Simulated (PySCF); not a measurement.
**TDDFT excited states: C2H4O2Si**

Compound: C₂H₄O₂Si.
Bonds: O1–C2 (double), C2–Si3, Si3–C4, C4–O5 (double). Hydrogens: H6 on C2; H7, H8 on Si3; H9 on C4.

Computed with TDDFT PBE0/def2-SVPD, vertical, gas phase, core orbitals frozen in the response (PySCF). Geometry: GFN2-xTB, one conformer, isolated molecule. Torsions of this conformer, `[O:1]=[CH:2][SiH2:3][CH:4]=[O:5]`: O1–C2–Si3–C4 83°, C2–Si3–C4–O5 107°.

```
state  E (eV)  λ (nm)  ν̃ (cm⁻¹)       f  |μ| (D)  main configurations (H = HOMO, L = LUMO)
   S1    2.95   419.7      23830  0.0086     0.87                  H→L (84%), H-1→L+1 (14%)
   S2    3.28   378.0      26450  0.0019     0.39                  H-1→L (65%), H→L+1 (32%)
   S3    4.37   283.5      35270  0.0043     0.51                  H→L+1 (66%), H-1→L (33%)
   S4    5.11   242.6      41220   0.135     2.64                  H-1→L+1 (83%), H→L (14%)
   S5    6.42   193.1      51800   0.013     0.73                               H→L+2 (94%)
   S6    6.66   186.3      53690   0.014     0.75                  H→L+3 (71%), H→L+4 (17%)
```

Triplets (Tamm–Dancoff): T1 2.23 eV, H→L (84%), H-1→L+1 (13%); T2 2.58 eV, H-1→L (59%), H→L+1 (38%).

The lowest singlet comes at 420 nm (285 kJ/mol) in the visible; it is weak; its leading configuration is HOMO→LUMO (84%). The most intense listed level is S4 at 5.11 eV (243 nm, f = 0.135), 2.16 eV above S1. Löwdin shares by element: HOMO oxygen 53%, silicon 13%, carbon 12% or more (atoms not listed hold the other 23%); LUMO carbon 42%, oxygen 37% (atoms not listed hold the other 21%). Orbital energies (eV): HOMO-3 -11.58, HOMO-2 -10.67, HOMO-1 -7.81, HOMO -7.20, LUMO -2.47, LUMO+1 -1.56, LUMO+2 0.50. Of the 6 states listed, 3 reach f = 0.01 and none stays under 0.0005. The oscillator strengths of these states sum to 0.177; summed over the whole spectrum of an exact calculation they would give the number of electrons, 46 (Thomas–Reiche–Kuhn). S1 lies in the visible range (380 to 750 nm), at 420 nm, f = 0.0086; light of that wavelength is violet, and its complementary colour is yellow-green; a Tamm–Dancoff triplet lies at 556 nm, without intensity as long as spin–orbit coupling is left out. The window holds the lowest 6 singlets.
